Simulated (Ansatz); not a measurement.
Cost and result for the atomization energy of CH$_{6}$O$_{2}$Si, SMILES `OC[SiH2]O` (10 atoms, 9 bonds).

```xyz
10

O     1.0301    0.8064   -1.3268
C    -0.2096    0.1529   -1.0840
Si   -0.1726   -0.7221    0.5805
O     0.4297    0.3536    1.6888
H     1.2879    1.2645   -0.5208
H    -0.3575   -0.5667   -1.8951
H    -1.0518    0.8600   -1.1403
H    -1.5357   -1.1830    0.9732
H     0.7763   -1.8602    0.5549
H    -0.1970    0.8947    2.1697
```

The species carries charge 0 and has multiplicity 1. The structure was optimised at the PBE0-D4/def2-TZVP level. It is one conformer, not always the lowest. Program: Ansatz. All runs use 2 threads of an Arm Neoverse V1 on a shared host. Times are those of one run each, without the atoms' runs, and a repeat can differ threefold. Electronic energies, without spin–orbit coupling; frozen cores. CCSD(T)/CBS adds CCSD(T) − MP2 in def2-TZVPP to the MP2 limit, and its time is that of the two runs behind it. T1 = 0.011. HSE06 is the plane-wave form, built on full-range PBE exchange.

CCSD(T)/CBS is a level of theory with its own doubt, some kJ/mol a heavy atom from the limit and from the frozen cores, so smaller differences don't rank the functionals.

```tsv
level	functions	wall time	atomization (kcal/mol)	difference from CCSD(T)/CBS	per bond
LDA (SPW92)/def2-TZVPP	219	1.6 s	980.7	120.1	13.3
BLYP-D4/def2-TZVPP	219	2.9 s	854.3	-6.3	-0.7
BHLYP-D4/def2-TZVPP	219	4.2 s	827.9	-32.7	-3.6
HSE06-D4/def2-TZVPP	219	4.3 s	850.4	-10.2	-1.1
CAM-B3LYP-D4/def2-TZVPP	219	4.3 s	860.5	-0.1	0.0
CCSD(T)/def2-SVP	90	4.8 s	798.3	-62.3	-6.9
r2SCAN-D4/def2-TZVPP (with forces)	219	7.5 s	856.7	-3.9	-0.4
B2PLYP/def2-TZVPP	219	7.5 s	847.0	-13.6	-1.5
PBE-QIDH/def2-TZVPP	219	7.5 s	845.6	-15.0	-1.7
B97M-V/def2-TZVPP	219	12 s	855.2	-5.4	-0.6
MP2/def2-QZVPP	421	26 s	863.8	3.2	0.4
CCSD(T)/def2-TZVPP	219	2.2 min	835.8	-24.8	-2.7
CCSD(T)/CBS(def2)	–	2.6 min	860.6	0.0	0.0
```

From r2SCAN to r2SCAN0 (25 % exact exchange), in def2-TZVPP and without D4, the atomization energy moves by −15.3 kcal/mol: exact exchange takes away binding that semilocal exchange gives to molecules. In def2-TZVPP, CCSD(T) changes the Hartree–Fock value by +223.8 kcal/mol (the triples alone add +11.6 kcal/mol) and MP2 by +237.0 kcal/mol; breaking electron pairs costs correlation energy, which Hartree–Fock lacks. The D4 term adds +6.2 kcal/mol with B3LYP and +3.2 kcal/mol with PBE0; it sums over pairs of atoms, weighted by their polarisabilities, and B3LYP, whose exchange is more repulsive, gets the larger term.

B3LYP here is the variant with VWN-RPA as its local correlation; programs differ in this.
